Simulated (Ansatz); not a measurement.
`[NH2][In]([OH])[C](=O)O` + propane → `CCCC(=O)O` + `[NH2][InH][OH]`  (formal exchange of groups at a C–In bond)

Program: Ansatz. Geometries: PBE0-D4/def2-TZVP. ΔE: electronic, gas phase. CBS: MP2 limit from def2 TZ/QZ plus the TZ coupled-cluster correction, frozen cores. DFT in def2-TZVPP. B3LYP here is the variant with VWN-RPA as its local correlation; programs differ in this. def2 core potentials past Kr. For In outer-core shells are correlated without core-valence functions, which leaves a few kJ/mol of doubt a bond. Each species was taken in one conformer, which may not be the lowest.

`[NH2][In]([OH])[C](=O)O`:

```xyz
10

N    -2.086    0.187   -0.960
In   -0.191    0.432   -0.358
O     0.647    1.986   -1.265
C     0.848   -0.587    1.275
O     0.991   -0.149    2.380
O     1.334   -1.786    0.899
H    -2.510   -0.725   -0.876
H    -2.334    0.601   -1.847
H     1.513    2.213   -0.920
H     1.786   -2.171    1.670
```

`CCC`:

Cartesian coordinates in Å:
```
C -1.150 -0.573 0.033
C 0.366 -0.492 -0.034
C 0.879 0.938 -0.007
H -1.608 -0.050 -0.811
H -1.528 -0.111 0.949
H -1.500 -1.608 0.013
H 0.799 -1.051 0.803
H 0.719 -0.990 -0.943
H 1.970 0.977 -0.056
H 0.568 1.450 0.908
H 0.487 1.511 -0.852
```

`CCCC(=O)O`:

Z-matrix (Å, degrees):
```
C
C 1 1.519
H 1 1.093 2 111.2
H 1 1.092 2 111.1 3 -120.2
H 1 1.093 2 111.4 3 119.9
C 2 1.527 1 112.9 3 -58.5
H 2 1.093 1 110.1 3 179.3
H 2 1.094 1 109.8 3 62.2
C 6 1.501 2 113.3 1 -60.8
H 6 1.095 2 109.7 1 179.1
H 6 1.091 2 111.2 1 59.7
O 9 1.201 6 125.9 2 123.8
O 9 1.347 6 112.0 2 -56.5
H 13 0.967 9 106.4 6 -179.8
```

`[NH2][InH][OH]`:

Z-matrix (Å, degrees):
```
N
In 1 2.003
H 1 1.007 2 120.9
H 1 1.009 2 117.7 3 -140.7
O 2 1.990 1 107.5 3 159.0
H 2 1.701 1 129.7 3 -26.0
H 5 0.959 2 113.7 1 175.5
```

(1) Is it downhill or uphill in electronic energy at CCSD(T)/CBS, and by how much? (Estimate.)

(2) What do these levels give: PBE0-D4, B3LYP-D4, ωB97X-V, ωB97M-V, B2PLYP, PBE0, B3LYP, HF/def2-TZVPP, SCS-MP2/def2-TZVPP, CCSD/def2-TZVPP, CCSD(T)/def2-TZVPP, MP2/CBS(def2)? (Estimate.)

Largest T1 diagnostic among the species: 0.017.

## Answers

(1) Computed: Downhill: ΔE = -0.07 eV.

(2) Computed: PBE0-D4 -0.09, B3LYP-D4 -0.02, ωB97X-V -0.13, ωB97M-V -0.11, B2PLYP -0.01, PBE0 -0.07, B3LYP 0.02, HF/def2-TZVPP -0.20, SCS-MP2/def2-TZVPP -0.06, CCSD/def2-TZVPP -0.10, CCSD(T)/def2-TZVPP -0.07, MP2/CBS(def2) -0.05 eV.

In def2-TZVPP, CCSD(T) changes the Hartree–Fock value by +0.13 eV (the triples alone add +0.03 eV) and MP2 by +0.15 eV. The D4 term adds −0.04 eV with B3LYP and −0.02 eV with PBE0; it sums over pairs of atoms, weighted by their polarisabilities, and B3LYP, whose exchange is more repulsive, gets the larger term.
